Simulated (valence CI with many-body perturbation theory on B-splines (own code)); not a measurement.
# Ta39+: calculated level list

Calculated by relativistic CI+MBPT: six valence electrons over a frozen Dirac-Fock core [Ar] 3d10, radial functions for each j: 9 s, 9 p, 8 d, 6 f, 3 g, 1 h, with the one-electron correlation potential Σ1 (screened to all orders), the two-electron term Σ2, the three-electron term Σ3, Breit, model QED; selected single and double excitations, second order for the rest, scaled by the run's own slope (own B-spline code, finite nucleus).

No measured spectrum was set against this ion. As an estimate, large intervals hold to a few tenths of a per cent, small ones and those within an open d or f shell to about a per cent. Among the levels kept, up to 640 cm⁻¹ of a level comes from second order outside the variational space, and about a tenth of that is noise between levels of different J, which matters for small intervals.

Levels 1 to 38 of 38, with energies above the lowest level, (4s^2 4p1/2^2 4p3/2^2) J=2. "Leading %" is the weight of the configuration and term that name the level; weights of strongly mixed levels are sums over their largest components and can fall short, and the name can then belong to a minority configuration. In the jj column 3d3/2^4 stands for four electrons in 3d with j = 3/2. Lifetimes count E1, E2, E3, M1 and M2 decay at the calculated energies, and are blank where another channel may lead or the interval is too uncertain; long ones can be off by a factor of two.

```tsv
No.	Configuration	Term	J	E (eV)	Leading %	Leading jj	Lifetime
1	4s2.4p4	3P	2	0.00	69	4s^2 4p1/2^2 4p3/2^2 (99 %)	
2	4s2.4p4	1S	0	8.61	61	4s^2 4p1/2^2 4p3/2^2 (98 %)	185 ms
3	4s2.4p4	3P	1	85.35	99	4s^2 4p1/2 4p3/2^3 (99 %)	148 ns
4	4s2.4p4	1D	2	89.76	69	4s^2 4p1/2 4p3/2^3 (98 %)	293 ns
5	4s2.4p3.4d	3F°	2	149.65	30	4s^2 4p1/2^2 4p3/2 4d3/2 (97 %)	132 ps
6	4s2.4p3.4d	3P°	1	152.14	27	4s^2 4p1/2^2 4p3/2 4d3/2 (94 %)	82.8 ps
7	4s2.4p3.4d	3P°	0	152.58	58	4s^2 4p1/2^2 4p3/2 4d3/2 (98 %)	28.6 ns
8	4s2.4p3.4d	3F°	3	153.40	28	4s^2 4p1/2^2 4p3/2 4d3/2 (93 %)	8.91 ns
9	4s.4p5	3P°	2	168.36	25	4s^2 4p1/2^2 4p3/2 4d5/2 (72 %)	64.8 ps
10	4s2.4p3.4d	3F°	4	169.90	47	4s^2 4p1/2^2 4p3/2 4d5/2 (98 %)	28.1 μs
11	4s2.4p4	3P	0	178.61	61	4s^2 4p3/2^4 (98 %)	66.1 ns
12	4s2.4p3.4d	3D°	3	182.91	34	4s^2 4p1/2^2 4p3/2 4d5/2 (89 %)	2.46 ps
13	4s2.4p3.4d	3P°	1	185.09	32	4s^2 4p1/2^2 4p3/2 4d5/2 (82 %)	4.25 ps
14	4s.4p5	3P°	2	189.35	66	4s 4p1/2^2 4p3/2^3 (66 %)	2.50 ps
15	4s.4p5	1P°	1	199.27	38	4s 4p1/2^2 4p3/2^3 (69 %)	1.80 ps
16	4s2.4p3.4d	3D°	1	230.76	46	4s^2 4p1/2 4p3/2^2 4d3/2 (95 %)	21.7 ps
17	4s2.4p3.4d	5D°	0	230.84	49	4s^2 4p1/2 4p3/2^2 4d3/2 (94 %)	115 ps
18	4s2.4p3.4d	3F°	2	230.96	44	4s^2 4p1/2 4p3/2^2 4d3/2 (96 %)	126 ps
19	4s2.4p3.4d	3F°	3	234.52	35	4s^2 4p1/2 4p3/2^2 4d3/2 (94 %)	67.4 ps
20	4s2.4p3.4d	3G°	4	238.83	50	4s^2 4p1/2 4p3/2^2 4d3/2 (98 %)	929 ns
21	4s2.4p3.4d	3F°	2	244.01	62	4s^2 4p1/2 4p3/2^2 4d3/2 (94 %)	11.7 ps
22	4s2.4p3.4d	3D°	3	249.03	58	4s^2 4p1/2 4p3/2^2 4d5/2 (91 %)	8.71 ps
23	4s2.4p3.4d	5D°	4	249.97	50	4s^2 4p1/2 4p3/2^2 4d5/2 (98 %)	194 ns
24	4s2.4p3.4d	1S°	0	252.67	39	4s^2 4p1/2 4p3/2^2 4d5/2 (74 %)	4.55 ns
25	4s2.4p3.4d	3D°	1	252.92	39	4s^2 4p1/2 4p3/2^2 4d5/2 (75 %)	3.53 ps
26	4s2.4p3.4d	3P°	2	253.47	42	4s^2 4p1/2 4p3/2^2 4d3/2 (86 %)	620 fs
27	4s2.4p3.4d	3D°	3	253.80	47	4s^2 4p1/2 4p3/2^2 4d3/2 (84 %)	671 fs
28	4s2.4p3.4d	3P°	1	254.25	47	4s^2 4p1/2 4p3/2^2 4d3/2 (74 %)	673 fs
29	4s2.4p3.4d	3F°	4	255.49	69	4s^2 4p1/2 4p3/2^2 4d5/2 (98 %)	854 ns
30	4s2.4p3.4d	3G°	5	257.14	99	4s^2 4p1/2 4p3/2^2 4d5/2 (99 %)	873 ns
31	4s2.4p3.4d	3D°	1	261.81	38	4s^2 4p1/2 4p3/2^2 4d3/2 (80 %)	634 fs
32	4s2.4p3.4d	3D°	2	264.73	46	4s^2 4p1/2 4p3/2^2 4d5/2 (98 %)	118 ps
33	4s2.4p3.4d	1F°	3	268.01	35	4s^2 4p1/2 4p3/2^2 4d5/2 (98 %)	607 ps
34	4s2.4p3.4d	3D°	2	271.51	42	4s^2 4p1/2 4p3/2^2 4d5/2 (89 %)	2.04 ps
35	4s2.4p3.4d	3D°	1	273.14	27	4s^2 4p1/2 4p3/2^2 4d5/2 (78 %)	1.34 ps
36	4s2.4p3.4d	1F°	3	275.93	45	4s^2 4p1/2 4p3/2^2 4d5/2 (86 %)	1.69 ps
37	4s.4p5	3P°	0	278.81	63	4s 4p1/2 4p3/2^4 (63 %)	1.66 ps
38	4s2.4p3.4d	1D°	2	278.91	38	4s^2 4p1/2 4p3/2^2 4d5/2 (90 %)	996 fs
```

Where two levels of one J and parity lie close, their mixing, g and order are uncertain.

The ionisation energy to 4s2.4p3 2P°_3/2 of the next ion comes out as 1858.9 eV (NIST: 1857 ± 4 eV (theoretical)). All 38 levels together are meant to be complete up to 286.97 eV.
